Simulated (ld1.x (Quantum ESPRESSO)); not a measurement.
What the settings do to the RRKJ potential of selenium

Base potential:

Se, norm-conserving RRKJ (Kleinman–Bylander form), made with ld1.x (Quantum ESPRESSO) 7.5 (LDA (PZ), scalar-relativistic). Core [Ne] 3s2, reference 3p6 3d10 4s2 4p3.5 (charge +0.5). Waves: 3p (bound): rc 0.55 bohr; 3d (bound): rc 1.15 bohr; 4s (bound): rc 1.15 bohr. Local part: the s channel. Core correction: none.

Occupied shells without a wave of their own: 4p. They enter only through the test configuration that unscreens the potential.

All-electron outer shells of the reference configuration (LDA (PZ), scalar-relativistic, ld1.x):

| shell | level (eV) | outermost node (bohr) | outermost maximum (bohr) |
| --- | --- | --- | --- |
| 3s | -217.68 | 0.24 | 0.50 |
| 3p | -157.72 | 0.21 | 0.50 |
| 3d | -58.39 | – | 0.45 |
| 4s | -22.10 | 0.70 | 1.49 |
| 4p | -10.95 | 0.74 | 1.77 |

Cutoffs, loose and tight: the cutoffs (Ry, on a coarse ladder) from which the occupation-weighted sum of valence levels, in a spherical-Bessel basis at the reference potential, stays within 10 and 1 mRy of its value at 400 Ry. They do not see the model core or the augmentation charge, which bear on the density cutoff. Test errors are all-electron minus pseudo excitation energies from the reference, over the configurations 3p6 3d10 4s2 4p4; 3p6 3d10 4s2 4p3; 3p6 3d10 4s2 4p2; 3p6 3d10 4s0 4p6; 3p6 3d10 4s2 4p0; 3p6 3d10 4s2 4p1; 3p6 3d10 4s1 4p4 (two spin-polarised tests are not counted in the largest error). A dash means not determined; rows that change the core or the reference have their own tests. The largest error is taken over the tests solved by every variant that gives reliable tests at all: 3p6 3d10 4s0 4p6; 3p6 3d10 4s1 4p4; 3p6 3d10 4s2 4p1; 3p6 3d10 4s2 4p2; 3p6 3d10 4s2 4p3; 3p6 3d10 4s2 4p4.

On the changes marked as counting shells twice: ld1.x takes every shell without a wave as core, so the model core holds the marked electrons as well and exchange and correlation see them twice. This cancels in the reference configuration, but the file is broken for other ones, and its errors say nothing about a proper core correction.

| change | outcome | cutoff, loose | cutoff, tight | bound ghosts | largest test error (meV) |
| --- | --- | --- | --- | --- | --- |
| base | generated, misses its reference levels by 2.99 eV | over 300 Ry | over 300 Ry | none | +12585 |
| wave 3d (bound): rc 1.15 bohr becomes 3d (bound): rc 0.88 bohr | generated, misses its reference levels by 2.99 eV | over 300 Ry | over 300 Ry | none | +12585 |
| wave 4s (bound): rc 1.15 bohr becomes 4s (bound): rc 0.72 bohr | failed: compute_chi: n is too large | – | – | – | – |
| type ultrasoft; waves now 4s (bound): rcut 1.00, rcutus 1.15 bohr; 4s channel at -1.15 Ry: rcut 1.00, rcutus 1.15 bohr; 3p (bound): rc 0.55 bohr; 4p (bound): rc 0.55 bohr; 3d (bound): rcut 1.00, rcutus 1.15 bohr; 3d channel at -3.65 Ry: rcut 1.00, rcutus 1.15 bohr; local potential all-electron potential smoothed inside 0.60 bohr (lloc = -2); augmentation PSQ, radius 0.50 bohr | failed: run_pseudo: Errors in PS-KS equation | – | – | – | – |
| core [Ar], valence charge 16; reference 3d10 4s2 4p2.5; waves now 4s (bound): rc 1.10 bohr; 3d (bound): rc 0.90 bohr; 4p (bound): rc 1.40 bohr; local potential the p channel | failed: compute_chi: n is too large | – | – | – | – |
| core correction a·sin(br)/r model core inside 0.54 bohr (4p counted twice) | generated, misses its reference levels by 2.99 eV | over 300 Ry | over 300 Ry | none | +11936 |
| wave 3p (bound): rc 0.55 bohr becomes 3p (bound): rc 0.84 bohr | generated, misses its reference levels by 2.99 eV | 200 Ry | 300 Ry | none | +12581 |
| wave 4s (bound): rc 1.15 bohr becomes 4s (bound): rc 1.52 bohr | generated, misses its reference levels by 3.25 eV | over 300 Ry | over 300 Ry | none | +13703 |

What comes out with this change to the base: reference 3p6 3d10 4s2 4p4?

outcome: generated, misses its reference levels by 2.65 eV; cutoff, loose: over 300 Ry; cutoff, tight: over 300 Ry; bound ghosts: none; largest test error (meV): +16040 over the solved tests; 1 of 9 tests not solved or not reliable (1 of them converged, to errors over 20 eV).

What comes out with this change to the base: all radii scaled by about 1.12 (s 1.28, p 0.62, d 1.28 bohr)?

outcome: generated, misses its reference levels by 3.20 eV; cutoff, loose: over 300 Ry; cutoff, tight: over 300 Ry; bound ghosts: none; largest test error (meV): +13459.

What comes out with this change to the base: functional PBEsol?

outcome: generated, misses its reference levels by 2.96 eV; cutoff, loose: over 300 Ry; cutoff, tight: over 300 Ry; bound ghosts: none; largest test error (meV): no test is counted, since the test run did not reproduce the reference configuration.
